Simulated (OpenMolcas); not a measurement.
A calculation on S⁺.

```
Program             : OpenMolcas 26.06
Method              : SS-CASPT2, IPEA 0.25 Eh, imaginary shift 0.1 Eh (closed shells correlated: 2s 2p 3s)
Basis               : ANO-RCC-VTZP [5s4p2d1f]
Scalar Hamiltonian  : DKH2, point nucleus
Active space        : 3 electrons in 3 orbitals (3p)
State averaging     : 2S+1 = 4 odd, 1 root; 2S+1 = 2 odd, 8 roots
Spin-orbit coupling : RASSI with atomic mean-field integrals over the reference wave functions, term energies averaged over their components
```

Question: Which level of the active space comes out lowest?

Answer: 3s² 3p³ ⁴S°_3/2, with 100 % of that term; it is also the measured ground level.

Question: How high does 3s² 3p³ ²P°_3/2 lie?

Answer: 26510 cm⁻¹ above the lowest level; measured 24572 cm⁻¹ above the ground level, so the calculation is off by +8 %.

Question: How high does 3s² 3p³ ²P°_1/2 lie?

Answer: 26490 cm⁻¹ above the lowest level; measured 24525 cm⁻¹ above the ground level, so the calculation is off by +8 %.

Question: How high does 3s² 3p³ ²D°_5/2 lie?

Answer: 15700 cm⁻¹ above the lowest level; measured 14885 cm⁻¹ above the ground level, so the calculation is off by +5 %.

Measured values: NIST Handbook of Basic Atomic Spectroscopic Data.

CASPT2 breaks the degeneracy within a term, and the mean is taken; among the terms shown or strongly mixed into the levels shown the widest spread is 230 cm-1 (3s² 3p³ ²D°). With the s shell closed, the reference lacks s² → p² mixing. Measured partners are found by configuration, term and J. A level has none where our copy of the source lacks it or the pairing is in doubt (some pairs that miss far off the trend of their configuration count as doubtful), and it then counts in no deviation. Only configurations of the active space appear.

° marks odd parity.
